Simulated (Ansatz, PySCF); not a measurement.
Complex: SiH4 (SMILES [SiH4]) (first 5 atoms) with CH3F (SMILES CF); geometry from B3LYP-D3(BJ)/def2-TZVP.
(charge 0, multiplicity 1):
```xyz
10

Si     0.12860    -0.11518     0.19653
H      0.47176    -1.52352     0.48203
H     -1.24485     0.18357     0.65978
H      0.19705     0.11725    -1.26638
H      1.08660     0.79310     0.86536
C     -0.42567     0.74093     3.85550
F     -0.04909    -0.48778     3.32003
H     -1.39681     1.01744     3.44456
H     -0.48647     0.64254     4.93954
H      0.32389     1.48430     3.58346
```

Monomers are frozen at their geometry in the pair; levels with a basis set take the counterpoise correction. Rows marked so take none.

Rows in 6-31G* carry no dispersion term and start afresh at each structure (6-31G* with six Cartesian d functions).

Run with Ansatz (Gaussian basis) for Hartree–Fock, density functionals and correlated methods; PySCF for 6-31G* rows, the dispersion terms. Values without a source in brackets are computed.

Question: One of these levels gives -1.56 kcal/mol for the interaction energy. Which?
A) CAM-B3LYP/def2-TZVPPD
B) HF/6-31G* (no counterpoise)
C) PBE-D4/def2-TZVPPD
D) HF/aug-cc-pV(D+d)Z

Answer: C, PBE-D4/def2-TZVPPD. The others give -1.23 (HF/6-31G* (no counterpoise)), 0.21 (HF/aug-cc-pV(D+d)Z), -0.69 (CAM-B3LYP/def2-TZVPPD)

Ansatz is a first-principles code.
